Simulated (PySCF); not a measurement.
Species: C6H7F3.
Numbering: `[CH2:1]=[CH:2]/[CH:3]=[CH:4]\[CH2:5][C:6]([F:7])([F:8])[F:9]` (hydrogens: H10, H11 on C1; H12 on C2; H13 on C3; H14 on C4; H15, H16 on C5)

The same species was optimised twice, with GFN2-xTB and with PBE0-D3(BJ)/def2-SVP (PySCF), and the same property calculations (PySCF, gas phase) were run on both structures.

```csv
coordinate,GFN2-xTB,PBE0-D3(BJ)/def2-SVP,change
C1=C2 (Å),1.329,1.341,+0.012
C3=C4 (Å),1.333,1.344,+0.011
C5–C6 (Å),1.518,1.511,-0.007
C6–F7 (Å),1.345,1.337,-0.008
C2–C3 (Å),1.446,1.453,+0.007
C6–F9 (Å),1.340,1.334,-0.006
C4–C5 (Å),1.500,1.494,-0.006
C6–F8 (Å),1.341,1.338,-0.003
C4–C5–C6 (°),110.2,112.8,+2.6
F7–C6–F9 (°),106.4,107.5,+1.1
C5–C6–F8 (°),112.6,111.5,-1.1
F7–C6–F8 (°),106.3,107.4,+1.1
C1–C2–C3 (°),122.6,123.5,+0.9
C5–C6–F7 (°),111.8,110.9,-0.9
F8–C6–F9 (°),106.6,107.5,+0.9
C5–C6–F9 (°),112.6,111.8,-0.8
C1–C2–C3–C4 (°),178,180,+2
C3–C4–C5–C6 (°),118,114,-4
C4–C5–C6–F7 (°),180,179,-1
```

Rotational constants: A = 3714, B = 755.4, C = 718.1 MHz (GFN2-xTB) against A = 3612, B = 767.1, C = 724.3 MHz (PBE0-D3(BJ)/def2-SVP). Point groups within 0.08 Å: C1 and C1.

On the GFN2-xTB structure: lowest singlet, TDDFT (eV) 5.86 [CAM-B3LYP/def2-SVPD]; lowest triplet, Tamm–Dancoff (eV) 3.21 [CAM-B3LYP/def2-SVPD]; isotropic polarisability (au) 80.5 [CAM-B3LYP/def2-SVPD]; HOMO (eV) -8.30 [CAM-B3LYP/def2-SVPD]; LUMO (eV) -0.09 [CAM-B3LYP/def2-SVPD]; dipole (D) 2.59 [CAM-B3LYP/def2-SVPD]; HOMO (eV) -7.04 [PBE0/pcSseg-1]; LUMO (eV) -1.13 [PBE0/pcSseg-1]; dipole (D) 2.41 [PBE0/pcSseg-1]; GIAO shielding of C1 (ppm) 58.1 [PBE0/pcSseg-1]; GIAO shielding of C2 (ppm) 48.5 [PBE0/pcSseg-1]; GIAO shielding of C3 (ppm) 43.7 [PBE0/pcSseg-1]; GIAO shielding of C4 (ppm) 59.0 [PBE0/pcSseg-1]; GIAO shielding of C5 (ppm) 148.9 [PBE0/pcSseg-1]; GIAO shielding of C6 (ppm) 52.0 [PBE0/pcSseg-1]; GIAO shielding of F7/F8/F9 (mean) (ppm) 252.4 [PBE0/pcSseg-1].

Q: What do these properties become on the PBE0-D3(BJ)/def2-SVP structure?

A: 
```tsv
property	level	on GFN2-xTB	on PBE0-D3(BJ)/def2-SVP	change
lowest singlet, TDDFT (eV)	CAM-B3LYP/def2-SVPD	5.86	5.76	-0.10
lowest triplet, Tamm–Dancoff (eV)	CAM-B3LYP/def2-SVPD	3.21	3.11	-0.10
isotropic polarisability (au)	CAM-B3LYP/def2-SVPD	80.5	81.7	+1.2
HOMO (eV)	CAM-B3LYP/def2-SVPD	-8.30	-8.25	+0.05
LUMO (eV)	CAM-B3LYP/def2-SVPD	-0.09	-0.15	-0.06
dipole (D)	CAM-B3LYP/def2-SVPD	2.59	2.42	-0.17
energy, GFN2-xTB geometry as zero (kcal/mol)	CAM-B3LYP/def2-SVPD	0.0	-0.7	-0.7
HOMO (eV)	PBE0/pcSseg-1	-7.04	-6.99	+0.05
LUMO (eV)	PBE0/pcSseg-1	-1.13	-1.19	-0.06
dipole (D)	PBE0/pcSseg-1	2.41	2.23	-0.18
energy, GFN2-xTB geometry as zero (kcal/mol)	PBE0/pcSseg-1	0.0	-0.6	-0.6
GIAO shielding of C1 (ppm)	PBE0/pcSseg-1	58.1	55.5	-2.6
GIAO shielding of C2 (ppm)	PBE0/pcSseg-1	48.5	46.1	-2.4
GIAO shielding of C3 (ppm)	PBE0/pcSseg-1	43.7	40.9	-2.8
GIAO shielding of C4 (ppm)	PBE0/pcSseg-1	59.0	56.8	-2.2
GIAO shielding of C5 (ppm)	PBE0/pcSseg-1	148.9	148.6	-0.3
GIAO shielding of C6 (ppm)	PBE0/pcSseg-1	52.0	54.0	+2.0
GIAO shielding of F7/F8/F9 (mean) (ppm)	PBE0/pcSseg-1	252.4	256.9	+4.5
```

The heavy atoms differ by 0.049 Å rms after alignment. Among bonds between heavy atoms C1=C2 and C3=C4 change most and about equally (+0.011 to +0.012 Å). Changes are differences of the printed values. Neither structure is proved a minimum here.

The values belong to the conformer `[CH2:1]=[CH:2]/[CH:3]=[CH:4]\[CH2:5][C:6]([F:7])([F:8])[F:9]`: C1–C2–C3–C4 180°, C3–C4–C5–C6 114°, C4–C5–C6–F7 179°.
